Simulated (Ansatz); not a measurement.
**BF2H2PSi: where a starting geometry ends**

The starting geometry of this gas-phase singlet was optimised with GFN2-xTB.

```yaml
atoms:
  - { symbol: B, position_ang: [2.2599, 1.4235, 0.2241] }
  - { symbol: F, position_ang: [3.5425, 1.2958, -0.0839] }
  - { symbol: F, position_ang: [2.0778, 1.8174, 1.4896] }
  - { symbol: P, position_ang: [0.9018, 1.0812, -1.0004] }
  - { symbol: Si, position_ang: [-0.7967, 1.4840, 0.1732] }
  - { symbol: H, position_ang: [-2.0925, 1.3165, -0.4750] }
  - { symbol: H, position_ang: [-1.0696, 1.9136, 1.5482] }
```

Q: Predict what becomes of its bonds when it is optimised with PBE0-D3(BJ)/def2-SVP.

A: It keeps its bonds, and is `FB(F)P=[SiH2]`.

The energy falls by 0.14 eV over 8 steps:

```
step  E − E(last) (eV)
   1             0.139
   2             0.027
   3             0.005
   4             0.002
   5             0.000
   6             0.000
   7             0.000
   8             0.000
```

Final geometry (Å):

```yaml
atoms:
  - { symbol: B, position_ang: [2.1909, 1.4376, 0.2767] }
  - { symbol: F, position_ang: [3.4714, 1.3378, -0.0336] }
  - { symbol: F, position_ang: [1.9314, 1.8076, 1.5238] }
  - { symbol: P, position_ang: [0.8896, 1.0406, -1.0856] }
  - { symbol: Si, position_ang: [-0.7550, 1.4628, 0.1076] }
  - { symbol: H, position_ang: [-2.1338, 1.3316, -0.4397] }
  - { symbol: H, position_ang: [-0.7713, 1.9142, 1.5266] }
```

The end wasn't checked by frequencies. Run with Ansatz 0.2.0, 21 s on 1 thread of AMD EPYC 7R43 64-Core Processor (Zen 3), on a shared host.
